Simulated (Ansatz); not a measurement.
C$_{2}$H$_{3}$AlTe, SMILES `[TeH][C]1=[CH][AlH]1`, one more setting.

```yaml
crystal:
  periodic: [false, false, false]
  atoms:
    - {symbol: Te, position_ang: [-2.351071, 0.208389, 0.043092]}
    - {symbol: C, position_ang: [-0.279846, -0.009003, 0.065364]}
    - {symbol: C, position_ang: [0.527596, -0.482230, 1.062133]}
    - {symbol: Al, position_ang: [1.522310, 0.000047, -0.420050]}
    - {symbol: H, position_ang: [-2.381533, 0.818320, -1.497501]}
    - {symbol: H, position_ang: [0.265018, -0.845337, 2.053311]}
    - {symbol: H, position_ang: [2.758727, 0.241716, -1.352049]}
basis:
  gaussian: {orbitals: def2-SVPD, fitting: {mean_field: cc-pVTZ-jkfit}}
hamiltonian: {xc: {name: B3LYP}, dispersion: d3bj}
accuracy: high
scf: {lower_state_search: off}
output: {forces: true}
```

```sh
$ ansatz run in.yaml --threads 2 --pin off --events-out ev --progress --plain --max-ram 4352MiB
```

Shortened log:

```
Functional definition: B3LYP
Error: <dir> the basis set cc-pVTZ-JKFIT has no functions for Te
```
